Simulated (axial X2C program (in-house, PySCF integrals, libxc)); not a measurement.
## Spectroscopic constants of CoSe

Calculated with an in-house relativistic program for diatomic molecules. Spin-free means the one-electron spin-free X2C Hamiltonian; two-component (2c) means X2C with spin–orbit coupling and atomic mean-field two-electron Coulomb and Gaunt terms, so the difference of the two also holds small scalar two-electron terms. Basis: Se dyall-cv3z [8s9p6d4f1g], Co dyall-cv3z [9s10p6d3f2g] (cores contracted in-house); Gaussian nuclei, density fitting, unrestricted open shells. Masses: Se 79.917 u, Co 58.933 u.

Input:
```json
{"zs": [34, 27], "q": 0, "bas": ["dyall-cv3z", "dyall-cv3z"], "levels": ["PBE0", "HF", "PBEsol"], "cc": true, "r0": 2.1, "thr": -2.0, "nmax": 90, "npts": 10, "nst": 2, "ntry": 6}
```
```bash
python so2c.py task.json out
```

Keys: zs atomic numbers; q charge; bas basis sets; levels methods; cc coupled cluster on or off; r0 starting distance in Å; thr threshold in hartree for freezing inner shells (an s shell follows its p shell); nmax most natural virtual spinors; npts points on the curve; nst determinants followed; ntry starts of the search. HF also brings MP2.

State, spin-free: M_S = 3/2, Λ = 2 (beyond evenly filled blocks: π+α, π-α, δ+α, δ+β, δ-α); electrons by block: σα: 14, σβ: 14, π+α: 7, π+β: 6, π-α: 7, π-β: 6, δ+α: 2, δ+β: 2, δ-α: 2, δ-β: 1. Fragments: Se + Co.

State, 2c: Ω = 7/2 (⟨Sz⟩ = 1.50, ⟨Lz⟩ = 2.00 at PBEsol); electrons by block: 1/2: 20, -1/2: 21, 3/2: 9, -3/2: 8, 5/2: 2, -5/2: 1. Fragments: Se + Co.

| Hamiltonian | level | Re (Å) | ωe (cm⁻¹) | ωexe (cm⁻¹) | Be (cm⁻¹) | αe (cm⁻¹) | De (eV) | μ (D) |
| --- | --- | --- | --- | --- | --- | --- | --- | --- |
| spin-free | PBE0 | 2.087 | 394.9 | 1.13 | 0.1141 | 0.000425 | 2.97 | 4.66 |
| spin-free | HF | 2.322 | 253.9 | 0.632 | 0.0922 | 0.000384 | 0.422 | 5.38 |
| spin-free | CCSD | 2.077 | 399.7 | n/a | 0.1152 | n/a | 1.86 | n/a |
| spin-free | CCSD(T) | 2.068 | 421.5 | n/a | 0.1163 | n/a | n/a | n/a |
| spin-free | PBEsol | 2.072 | 399.5 | 1.1 | 0.1158 | 0.000446 | 4.35 | 3.23 |
| 2c | PBEsol | 2.073 | 398.5 | 1.11 | 0.1157 | 0.000447 | n/a | 3.22 |

Correlated methods: 15 electrons correlated (number of frozen shells: Se 3 s, 2 p, 1 d; Co 3 s, 2 p), 265 virtual spin orbitals or spinors in MP2, 90 natural virtuals in coupled cluster.

Dipoles are positive if Co is the positive end.

One determinant describes the state; a PBE0 search over occupations chose it and may have missed a lower one. Dissociation energies refer to the lowest single-determinant-based atoms at the same level and basis. De is not given where an atomic determinant may have missed its ground term or J level, or where the truncated virtual space spoils (T). Density functionals use the spin component along the axis (collinear). CCSD and (T) use frozen natural virtuals with an MP2 correction for the truncation; (T) itself is uncorrected, so its De runs slightly low. PBE0 can misorder states that lie within some tenths of an eV, so this need not be the ground state of the molecule. The nearest other spin-free determinant of the search, M_S = 3/2, Λ = 3, lies 0.39 eV up at the distance of the search. Without a current term, density functionals place determinants with orbital angular momentum somewhat too high. With several unpaired electrons one determinant need not be a pure state. A state of lower Ω lies just above, and one determinant can place such states too high, so the state shown need not be the lowest. The search has Ω = 1/2 only 0.10 eV up. The determinant is spin-polarised beyond a pure state at some levels (its spin-free form has ⟨S²⟩ too high), which makes Re and μ there less reliable. The T1 diagnostic is large, a sign of multireference character.

No reliable constants came from CCSD (2c), CCSD(T) (2c), HF (2c), MP2 (2c), MP2 (spin-free), PBE0 (2c): no minimum in range, unconverged points, a curve that is not smooth, a change of character along it, or the two Hamiltonians disagreeing along it.

Rough cost a point (2c) on 1 thread(s) of a shared host, integrals apart: PBEsol 0.4 s.

The whole task took 4.2 min on 1 thread of Arm Neoverse V2, on a shared host.
